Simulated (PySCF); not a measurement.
Some computed properties have been withheld. Give your best values.

Compound: BF₄ (charge -1).
Z-matrix (Å and degrees, PBE0-D3(BJ)/def2-SVP geometry), rows numbered from 1:
```
F 
B   1  1.4035
F   2  1.4039  1  109.52
F   2  1.4032  1  109.41  3   120.02
F   2  1.4036  1  109.47  3  -119.99
```

```tsv
property	level	value
point group	PBE0-D3(BJ)/def2-SVP	Td
rotational constants A, B, C	PBE0-D3(BJ)/def2-SVP	?
HOMO energy	PBE0/pcSseg-1	-4.36 eV
LUMO energy	PBE0/pcSseg-1	?
isotropic shieldings of nuclei other than C and H, by class	GIAO PBE0/pcSseg-1	104 (B2), 346 (F1/F3/F4/F5) ppm
largest of the computed one-bond spin–spin couplings (means over like bonds)	B3LYP/pcJ-1	19F–11B -48.7 (F1–B2 and 3 like it) Hz
core binding energies	ΔSCF SCAN, pcX-2 on the ionised atom, pcseg-1 elsewhere, spin-free X2C	?
```

Electronic properties: PySCF, gas phase, density fitting. The geometry's basis has no diffuse functions, a weakness for an anion. No diffuse functions stand in pcJ-1 and pcSseg-1, which bears on an anion's orbital energies.

Task: The rotational constants A, B, C?

Result: 5.067, 5.063, 5.061 GHz.

Task: The LUMO energy?

Result: 10.54 eV.

Task: Give the core binding energies.

Result: B1s 194.2 (B2), F1s 686.4 (F1/F3/F4/F5) eV.

The rotational constants are those of a spherical top; the small spread among constants that symmetry makes equal is optimisation noise. With B = h/(8π²I), that is 505.379 GHz u Å² over I, the principal moments of inertia are 99.7, 99.8 and 99.9 u Å² (most abundant isotopes).
